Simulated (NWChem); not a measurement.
# GaBrF$_{2}$; SMILES [Ga]([Br])([F])[F]

```xyz
4

Ga     0.0000     0.0000     0.7377
F      0.0000    -1.4719     1.6538
F      0.0000     1.4719     1.6538
Br     0.0000     0.0000    -1.5039
```
Atoms are numbered in this order, from 1.

Program: NWChem. Pople sets run with spherical d functions. Coordinates come from a PBE0/def2-SVP optimisation.

Taking B3LYP/6-311G** as the yardstick, which of these has the fewest basis functions while keeping “highest occupied level (eV)” within 0.2 eV of it: B3LYP/6-31G*; B3LYP/3-21G; B3LYP/STO-3G?

B3LYP/6-31G*.
```csv
level,basis functions,highest occupied level (eV),relative time (rough)
B3LYP/STO-3G,46,-2.29,1
B3LYP/3-21G,62,-8.65,1
B3LYP/6-31G*,92,-9.01,6
B3LYP/6-311G**,124,-9.12,5
```

The yardstick is one finite set, not the basis-set limit.
